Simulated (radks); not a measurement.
Values are calculated unless marked as measured or tabulated.
These are the eigenvalues of the occupied orbitals of an atom or ion with whole-number occupations (hartree). Code: a radial shooting solver on a logarithmic mesh with Libxc functionals. Model: scalar-relativistic Kohn-Sham, PBE, spin-polarised, spherical densities, finite nucleus; Fermi nuclear charge, rms radius of each element as measured or else 0.836 A^(1/3) + 0.57 fm.

| orbital | eigenvalue |
|---|---|
| 1s | -975.4484 |
| 2s | -145.4036 |
| 2p | -130.5437 |
| 3s | -27.66256 |
| 3p | -22.78715 |
| 3d | -15.15612 |
| 4s | -4.58703 |
| 4p | -3.15677 |
| 4d | -1.11878 |

Which element is it, and in what charge state? The configuration may be excited. Open shells, if any, are filled with parallel spins first.

Answer. Z = 48, cadmium, charge +2: Cd2+ in [Kr] 4d10. The list shows which subshells hold electrons but not how many an open one holds; the 1s level, -975.45 hartree, gives Z - s = 44.2 by -(Z - s)^2/2, which with screening and relativity narrows Z to a few neighbours, and the depths of the outer levels then fix element, charge and occupations together.
